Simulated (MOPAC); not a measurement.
MOPAC input (PM7):

```
PM7 1SCF CHARGE=-1 GEO-OK AUX(PRECISION=9) THREADS=1
C4H2FO

F     1.85274500 1   -0.39276800 1    0.79114800 1
C     0.58715600 1   -0.19005300 1    0.28100200 1
C    -0.48129600 1   -1.12664700 1    0.36175000 1
C    -1.44671700 1   -0.41941000 1   -0.28253300 1
O    -1.05503300 1    0.86674100 1   -0.74741900 1
C     0.25253800 1    0.96157700 1   -0.36083200 1
H    -2.48018400 1   -0.62290400 1   -0.52873500 1
H     0.77565300 1    1.87108600 1   -0.60856700 1
```

Output:

```
 *******************************************************************************
 **                                                                           **
 **                              MOPAC v23.2.5                                **
 **                                                                           **
 *******************************************************************************
 ** MOPAC's Digital Object Identifier: https://doi.org/10.5281/zenodo.6511958 **
 **                                                                           **
 ** Please cite the open-source release paper for use of this MOPAC version:  **
 ** J. E. Moussa and J. J. P. Stewart (2026)                                  **
 ** MOPAC: An open-source semiempirical molecular orbital program             **
 ** J. Open Source Softw., 11(119), 8025, https://doi.org/10.21105/joss.08025 **
 *******************************************************************************

                              PM7 CALCULATION RESULTS

 *******************************************************************************
 *  PM7        - The PM7 Hamiltonian to be used
 *  GEO-OK     - OVERRIDE INTERATOMIC DISTANCE AND OTHER SAFETY CHECKS
 *
 *
 *
 *                 CHARGE ON SYSTEM = -1
 *
 *
 *
 *  1SCF       - DO 1 SCF AND THEN STOP
 *  AUX        - OUTPUT AUXILIARY INFORMATION
 *******************************************************************************
PM7 1SCF CHARGE=-1 GEO-OK AUX(PRECISION=9) THREADS=1
 C4H2FO

   ATOM   CHEMICAL          X               Y               Z
  NUMBER   SYMBOL      (ANGSTROMS)     (ANGSTROMS)     (ANGSTROMS)

     1       F          1.85274500  *  -0.39276800  *   0.79114800  *
     2       C          0.58715600  *  -0.19005300  *   0.28100200  *
     3       C         -0.48129600  *  -1.12664700  *   0.36175000  *
     4       C         -1.44671700  *  -0.41941000  *  -0.28253300  *
     5       O         -1.05503300  *   0.86674100  *  -0.74741900  *
     6       C          0.25253800  *   0.96157700  *  -0.36083200  *
     7       H         -2.48018400  *  -0.62290400  *  -0.52873500  *
     8       H          0.77565300  *   1.87108600  *  -0.60856700  *

          CARTESIAN COORDINATES

    NO.       ATOM           X           Y           Z

     1         F          1.8527     -0.3928      0.7911
     2         C          0.5872     -0.1901      0.2810
     3         C         -0.4813     -1.1266      0.3618
     4         C         -1.4467     -0.4194     -0.2825
     5         O         -1.0550      0.8667     -0.7474
     6         C          0.2525      0.9616     -0.3608
     7         H         -2.4802     -0.6229     -0.5287
     8         H          0.7757      1.8711     -0.6086

 General Reference for PM7:
 "Optimization of Parameters for Semiempirical Methods VI: More Modifications to the
 NDDO Approximations and Re-optimization of Parameters", J. J. P. Stewart, J. Mol. Mod., 1:32, 19 (2013)
 https://link.springer.com/article/10.1007/s00894-012-1667-x

           Empirical Formula: C4 H2 O F  =     8 atoms

      MOLECULAR POINT GROUP   :   Cs

      RHF CALCULATION, NO. OF DOUBLY OCCUPIED LEVELS = 16

 -------------------------------------------------------------------------------
 PM7 1SCF CHARGE=-1 GEO-OK AUX(PRECISION=9) THREADS=1
 C4H2FO

     1SCF WAS SPECIFIED, SO BFGS WAS NOT USED
     SCF FIELD WAS ACHIEVED

                              PM7 CALCULATION
                                                       MOPAC v23.2.5 Linux

          FINAL HEAT OF FORMATION =        -21.40426 KCAL/MOL =     -89.55543 KJ/MOL

          COSMO AREA              =        108.06 SQUARE ANGSTROMS
          COSMO VOLUME            =         94.44 CUBIC ANGSTROMS

          IONIZATION POTENTIAL    =          3.226343 EV
          HOMO LUMO ENERGIES (EV) =         -3.226  5.816
          NO. OF FILLED LEVELS    =         16
          MOLECULAR WEIGHT        =         85.0576         POINT GROUP:  Cs

          MOLECULAR DIMENSIONS (Angstroms)

            Atom       Atom       Distance
            H     7    F     1     4.53534
            H     8    C     3     3.21896
            C     2    C     4     0.00000

          SCF CALCULATIONS        =          1

   ATOM   CHEMICAL          X               Y               Z
  NUMBER   SYMBOL      (ANGSTROMS)     (ANGSTROMS)     (ANGSTROMS)

     1       F          1.85274500  *  -0.39276800  *   0.79114800  *
     2       C          0.58715600  *  -0.19005300  *   0.28100200  *
     3       C         -0.48129600  *  -1.12664700  *   0.36175000  *
     4       C         -1.44671700  *  -0.41941000  *  -0.28253300  *
     5       O         -1.05503300  *   0.86674100  *  -0.74741900  *
     6       C          0.25253800  *   0.96157700  *  -0.36083200  *
     7       H         -2.48018400  *  -0.62290400  *  -0.52873500  *
     8       H          0.77565300  *   1.87108600  *  -0.60856700  *

                             CARTESIAN COORDINATES

   1    F        1.852745000    -0.392768000     0.791148000
   2    C        0.587156000    -0.190053000     0.281002000
   3    C       -0.481296000    -1.126647000     0.361750000
   4    C       -1.446717000    -0.419410000    -0.282533000
   5    O       -1.055033000     0.866741000    -0.747419000
   6    C        0.252538000     0.961577000    -0.360832000
   7    H       -2.480184000    -0.622904000    -0.528735000
   8    H        0.775653000     1.871086000    -0.608567000

           Empirical Formula: C4 H2 O F  =     8 atoms

      MOLECULAR POINT GROUP   :   Cs

                  EIGENVALUES
 -35.14359 -26.34132 -21.28703 -18.75057 -14.56615 -13.99304 -12.01372 -11.27340
 -10.69388  -9.46757  -9.32688  -8.34242  -7.21685  -4.57778  -3.70395  -3.22634
   5.81578   7.31981   8.00211   8.42499   9.43762  10.24640  10.45157  11.01812
  11.38401  12.52250

              NET ATOMIC CHARGES AND DIPOLE CONTRIBUTIONS

  ATOM NO.   TYPE          CHARGE      No. of ELECS.   s-Pop       p-Pop
    1          F          -0.266748        7.2667     1.97048     5.29627
    2          C           0.090135        3.9099     1.12619     2.78367
    3          C          -0.379443        4.3794     1.38740     2.99204
    4          C          -0.204966        4.2050     1.12370     3.08127
    5          O          -0.291463        6.2915     1.87788     4.41359
    6          C          -0.200091        4.2001     1.09583     3.10426
    7          H           0.114190        0.8858     0.88581
    8          H           0.138385        0.8616     0.86162
 DIPOLE           X         Y         Z       TOTAL
 POINT-CHG.     0.771     1.559    -0.466     1.801
 HYBRID         0.266     2.108    -0.886     2.302
 SUM            1.037     3.667    -1.352     4.043

          ATOMIC ORBITAL ELECTRON POPULATIONS

     Atom    s        px        py        pz
    1  F   1.97048   1.42896   1.97550   1.89180
    2  C   1.12619   0.79734   0.99311   0.99323
    3  C   1.38740   0.84755   1.28001   0.86448
    4  C   1.12370   1.05552   0.85072   1.17503
    5  O   1.87788   1.28633   1.44389   1.68337
    6  C   1.09583   0.88429   1.07014   1.14982
    7  H   0.88581
    8  H   0.86162

 **********************
 *                    *
 * JOB ENDED NORMALLY *
 *                    *
 **********************

 == MOPAC DONE ==
```

The dipole moment of an ion depends on the origin.

The geometry given is a B3LYP-D3(BJ)/def2-TZVP minimum.
